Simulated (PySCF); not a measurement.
CH3ClF2Si, SMILES C[Si](F)(F)Cl.

Coordinates come from a PBE0-D3(BJ)/def2-SVP optimisation.

These are PySCF with TDA-PBE/def2-SVPD values and carry that method's errors.

Vertical excitations. Gas-phase values at a fixed geometry. State labels are in the subgroup Cs.

Computed excitation energies, oscillator strengths and character:
```
state  symmetry  energy (eV)  λ (nm)      f                                                main pairs
-----  --------  -----------  ------  -----  --------------------------------------------------------
S1           A'         7.79     159  0.072                                            HOMO→LUMO 97 %
S2           A"         7.84     158  0.026                                          HOMO−1→LUMO 98 %
S3           A'         8.46     147  0.076                                          HOMO−2→LUMO 94 %
S4           A"         8.65     143  0.001                                          HOMO→LUMO+2 95 %
S5           A'         8.77     141  0.044                                          HOMO→LUMO+1 87 %
S6           A"         8.83     140  0.011                                        HOMO−1→LUMO+1 92 %
S7           A'         8.87     140  0.005                      HOMO−1→LUMO+2 51 %, HOMO→LUMO+3 44 %
S8           A"         9.02     138  0.003                                        HOMO−1→LUMO+3 97 %
S9           A'         9.20     135  0.063  HOMO→LUMO+3 39 %, HOMO−2→LUMO+1 25 %, HOMO−1→LUMO+2 22 %
S10          A"         9.42     132  0.002                      HOMO−3→LUMO 63 %, HOMO−2→LUMO+2 35 %
T1           A'         7.52     165      0                                            HOMO→LUMO 98 %
T2           A"         7.62     163      0                                          HOMO−1→LUMO 98 %
T3           A'         8.16     152      0                                          HOMO−2→LUMO 97 %
T4           A'         8.36     148      0                      HOMO→LUMO+1 81 %, HOMO−1→LUMO+2 13 %
```
Triplets are in the Tamm–Dancoff approximation.
